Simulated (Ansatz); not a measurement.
CH6BFGeSi (`[F][GeH]1[CH2][B]1[SiH3]`) at its PBE0-D4/def2-TZVP geometry, where that method's forces vanish. The species carries charge 0 and has multiplicity 1.

| atom | x (Å) | y (Å) | z (Å) |
| --- | --- | --- | --- |
| F1 | -0.841 | 2.767 | -0.428 |
| Ge2 | -1.377 | 1.112 | -0.439 |
| C3 | -0.347 | -0.854 | -1.251 |
| B4 | -0.189 | -0.356 | 0.109 |
| Si5 | 1.227 | -0.394 | 1.503 |
| H6 | -2.492 | 1.130 | -1.504 |
| H7 | -1.247 | -0.835 | -1.871 |
| H8 | 0.477 | -1.342 | -1.773 |
| H9 | 1.702 | 0.977 | 1.836 |
| H10 | 0.691 | -0.999 | 2.755 |
| H11 | 2.395 | -1.207 | 1.062 |

Problem. For each bond, give half the difference of the two atoms' forces along it (eV/Å; positive pushes the atoms apart) under PBE-D4, r2SCAN-D4, B3LYP-D4, ωB97M-V in def2-TZVPP. (An estimate is asked.)

Solution. Ansatz gave: 
| bond | length (Å) | PBE-D4 | r2SCAN-D4 | B3LYP-D4 | ωB97M-V |
| --- | --- | --- | --- | --- | --- |
| F1–Ge2 | 1.740 | 0.57 | 0.07 | 0.24 | 0.12 |
| Ge2–C3 | 2.363 | -0.01 | 0.02 | 0.21 | -0.08 |
| Ge2–B4 | 1.966 | -0.01 | 0.06 | 0.14 | -0.01 |
| Ge2–H6 | 1.542 | 0.11 | -0.05 | -0.06 | -0.15 |
| C3–B4 | 1.456 | 0.14 | 0.07 | 0.01 | -0.06 |
| C3–H7 | 1.093 | 0.10 | -0.07 | -0.06 | -0.03 |
| C3–H8 | 1.091 | 0.08 | 0.02 | -0.13 | -0.05 |
| B4–Si5 | 1.988 | -0.20 | -0.05 | 0.05 | 0.11 |
| Si5–H9 | 1.489 | 0.09 | -0.02 | -0.06 | -0.10 |
| Si5–H10 | 1.490 | 0.10 | -0.02 | -0.07 | -0.11 |
| Si5–H11 | 1.490 | 0.10 | -0.01 | -0.06 | -0.12 |

B3LYP here is the variant with VWN-RPA as its local correlation; programs differ in this.
